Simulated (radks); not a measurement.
The numbers below are computed, except where a source is named.
Ionisation of K3+, [Ne] 3s2 3p4, to K4+, [Ne] 3s2 3p3, under several functionals. Non-relativistic Kohn-Sham, spin-polarised, spherical densities, point nucleus; open shells are filled with parallel spins first; a radial shooting solver on a logarithmic mesh with Libxc functionals.

functional                               E(K3+) (hartree)  Exc (hartree)  IE (eV)  -e(HOMO) (eV)  <r> HOMO (bohr)  IE error (eV)
OLYP                                           -596.96996      -32.35374   60.508         53.063            1.307         -0.409
MS2 meta-GGA                                   -596.88854      -32.25902   60.342         53.033            1.306         -0.575
exchange-only r2SCAN                           -596.23025      -31.59019   58.745         51.693            1.312         -2.172
PBEsol                                         -595.91435      -31.24942   60.612         53.094            1.302         -0.305
BLYP                                           -596.93126      -32.28979   60.696         53.052            1.305         -0.221
LDA (Slater exchange, VWN5 correlation)        -595.18323      -30.49667   61.015         53.388            1.302         +0.098
Wu-Cohen GGA                                   -596.39566      -31.74577   60.709         53.166            1.300         -0.208
exchange-only PBE                              -596.07203      -31.41418   59.118         51.696            1.311         -1.799
PW91                                           -596.90177      -32.26313   60.784         53.248            1.303         -0.133
BP86                                           -596.96382      -32.32686   60.869         53.296            1.301         -0.048
PBE                                            -596.70151      -32.05701   60.659         53.139            1.303         -0.258
AM05                                           -595.34074      -30.66098   60.644         53.115            1.304         -0.273

NIST Atomic Spectra Database: 60.92 eV (semi-empirical). Closest: BP86. The Delta-SCF values span 2.27 eV, the total energies 1.79 hartree. The highest occupied level is 3p. Open shells are spherical and high-spin; term and fine-structure splittings are not resolved.
